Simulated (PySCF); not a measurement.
## TDDFT excited states: [F4NOs]-

Compound: [OsNF4]- (charge -1 and singlet state).
SMILES: `[N]#[Os-]([F])([F])([F])[F]`

Method: TDDFT B3LYP/def2-SVPD, vertical, gas phase, core orbitals frozen in the response, def2 core potentials past Kr (PySCF). Isolated species at its PBE0-D3(BJ)/def2-SVP geometry, gas phase. Spin–orbit coupling is left out. The geometry's basis has no diffuse functions, a weakness for an anion.

Task: List the vertical singlet excitations with oscillator strengths and describe the spectrum.

Result: 

```json
{"state": "S1", "E (eV)": "2.71", "ν̃ (cm⁻¹)": "21890", "f": "0.0004", "main configurations (H = HOMO, L = LUMO)": "H→L/L+1 (99%)"}
{"state": "S2", "E (eV)": "2.71", "ν̃ (cm⁻¹)": "21900", "f": "0.0004", "main configurations (H = HOMO, L = LUMO)": "H→L/L+1 (99%)"}
{"state": "S3", "E (eV)": "3.31", "ν̃ (cm⁻¹)": "26730", "f": "0.0000", "main configurations (H = HOMO, L = LUMO)": "H→L+2 (99%)"}
{"state": "S4", "E (eV)": "4.26", "ν̃ (cm⁻¹)": "34350", "f": "0.0000", "main configurations (H = HOMO, L = LUMO)": "H→L+3 (92%)"}
{"state": "S5", "E (eV)": "5.16", "ν̃ (cm⁻¹)": "41590", "f": "0.0000", "main configurations (H = HOMO, L = LUMO)": "H→L+4 (92%)"}
{"state": "S6", "E (eV)": "5.68", "ν̃ (cm⁻¹)": "45830", "f": "0.0000", "main configurations (H = HOMO, L = LUMO)": "H-2/H-1→L/L+1 (≥97%)"}
{"state": "S7", "E (eV)": "5.94", "ν̃ (cm⁻¹)": "47880", "f": "0.0000", "main configurations (H = HOMO, L = LUMO)": "H-2/H-1→L/L+1 (98%)"}
{"state": "S8", "E (eV)": "6.06", "ν̃ (cm⁻¹)": "48880", "f": "0.0000", "main configurations (H = HOMO, L = LUMO)": "H-2/H-1→L/L+1 (≥95%)"}
{"state": "S9", "E (eV)": "6.38", "ν̃ (cm⁻¹)": "51500", "f": "0.0013", "main configurations (H = HOMO, L = LUMO)": "H-3→L/L+1 (99%)"}
{"state": "S10", "E (eV)": "6.38", "ν̃ (cm⁻¹)": "51500", "f": "0.0013", "main configurations (H = HOMO, L = LUMO)": "H-3→L/L+1 (99%)"}
```

Triplets, Tamm–Dancoff:

```csv
state,E (eV),λ (nm),"main configurations (H = HOMO, L = LUMO)"
T1,2.15,575.5,H→L/L+1 (99%)
T2,2.15,575.4,H→L/L+1 (99%)
T3,2.81,441.2,H→L+2 (98%)
```

The lowest singlet level (S1/S2) lies at 2.71 eV (457 nm, visible) and is very weak. The strongest level in the table is S9/S10 at 6.38 eV (194 nm, f = 0.0025 summed). It is the last of those listed, so stronger ones may follow. S1/S2 and S9/S10 lie within about 0.01 eV of each other in each set; the point group C4v has degenerate representations, and within a degenerate level the listed configurations can mix freely. For S1 the Löwdin share of osmium is 65% in HOMO and 52% in LUMO; for S9 the Löwdin share of osmium is at most 1% in HOMO-3 and 52% in LUMO (ligand-to-metal charge transfer by this measure). Orbital energies (eV): HOMO-3 -5.22, HOMO-2 -5.00, HOMO-1 -5.00, HOMO -1.99, LUMO 2.40, LUMO+1 2.40, LUMO+2 3.52. Of the 10 states listed, none reaches f = 0.01 and 8 stay under 0.0005. 2 computed singlets (S1 to S2) lie in the visible range (380 to 750 nm), S1 for one at 457 nm, dark in the vertical dipole picture (f under 0.0005); light of that wavelength is blue, and its complementary colour is yellow; a Tamm–Dancoff triplet lies at 576 nm, without intensity as long as spin–orbit coupling is left out. No detachment energy is given for this anion; states above it aren't bound, and a finite basis only mimics them. Orbitals of the list HOMO-3 to LUMO+2 that lie within 0.01 eV of each other are written together with a slash and their weights summed (≥ marks a lower bound); for degenerate orbitals outside that list single weights are arbitrary. Singlets were solved by full linear response, triplets in the Tamm–Dancoff approximation.
